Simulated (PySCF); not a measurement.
# Bond curve of AlSb

Set-up: PySCF, scalar-relativistic core potentials, basis sets Al cc-pV(T+d)Z, Sb cc-pVTZ-PP with ECP28. Energies in eV from Al + Sb in their ground configurations at the same level. State: ³Σ⁻ (triplet), unpaired electrons π ↑↑.

All columns are PBE0. A positive dipole means Al(−)Sb(+).

```json
{"R (Å)": "2.374", "E (eV)": "-1.283", "μ (D)": "0.80", "Mulliken charge on Al (basis-dependent)": "0.05", "HOMO (eV)": "-5.07", "LUMO (eV)": "-3.87", "Mayer bond order": "1.24", "⟨S²⟩": "2.01"}
{"R (Å)": "2.484", "E (eV)": "-1.616", "μ (D)": "0.36", "Mulliken charge on Al (basis-dependent)": "0.09", "HOMO (eV)": "-5.12", "LUMO (eV)": "-3.67", "Mayer bond order": "1.21", "⟨S²⟩": "2.01"}
{"R (Å)": "2.594", "E (eV)": "-1.797", "μ (D)": "-0.10", "Mulliken charge on Al (basis-dependent)": "0.13", "HOMO (eV)": "-5.16", "LUMO (eV)": "-3.49", "Mayer bond order": "1.17", "⟨S²⟩": "2.01"}
{"R (Å)": "2.677", "E (eV)": "-1.860", "μ (D)": "-0.45", "Mulliken charge on Al (basis-dependent)": "0.16", "HOMO (eV)": "-5.17", "LUMO (eV)": "-3.36", "Mayer bond order": "1.15", "⟨S²⟩": "2.01"}
{"R (Å)": "2.760", "E (eV)": "-1.876", "μ (D)": "-0.80", "Mulliken charge on Al (basis-dependent)": "0.18", "HOMO (eV)": "-5.17", "LUMO (eV)": "-3.25", "Mayer bond order": "1.13", "⟨S²⟩": "2.01"}
{"R (Å)": "2.843", "E (eV)": "-1.856", "μ (D)": "-1.14", "Mulliken charge on Al (basis-dependent)": "0.20", "HOMO (eV)": "-5.16", "LUMO (eV)": "-3.14", "Mayer bond order": "1.11", "⟨S²⟩": "2.01"}
{"R (Å)": "2.953", "E (eV)": "-1.789", "μ (D)": "-1.59", "Mulliken charge on Al (basis-dependent)": "0.22", "HOMO (eV)": "-5.12", "LUMO (eV)": "-3.01", "Mayer bond order": "1.08", "⟨S²⟩": "2.01"}
{"R (Å)": "3.091", "E (eV)": "-1.659", "μ (D)": "-2.13", "Mulliken charge on Al (basis-dependent)": "0.23", "HOMO (eV)": "-5.06", "LUMO (eV)": "-2.87", "Mayer bond order": "1.05", "⟨S²⟩": "2.01"}
{"R (Å)": "3.257", "E (eV)": "-1.466", "μ (D)": "-2.72", "Mulliken charge on Al (basis-dependent)": "0.24", "HOMO (eV)": "-4.96", "LUMO (eV)": "-2.74", "Mayer bond order": "1.02", "⟨S²⟩": "2.02"}
{"R (Å)": "3.478", "E (eV)": "-1.185", "μ (D)": "-3.38", "Mulliken charge on Al (basis-dependent)": "0.24", "HOMO (eV)": "-4.82", "LUMO (eV)": "-2.64", "Mayer bond order": "0.96", "⟨S²⟩": "2.05"}
```

A fit through these points gives, at Re = 2.752 Å, μ = -0.77 D and dμ/dR = -4.21 D/Å; the reduced mass is 22.06 u.

Problem. How strong is the fundamental in the double-harmonic approximation, I = 42.26·(dμ/dR)²/μred km/mol?

Solution. I = 42.26·(-4.21)²/22.06 = 34.0 km/mol at PBE0.

Spin–orbit coupling is left out, which matters for elements this heavy, above all for dissociation energies. The state is the lowest determinant that a PBE0 search found; another state may lie lower at other levels.
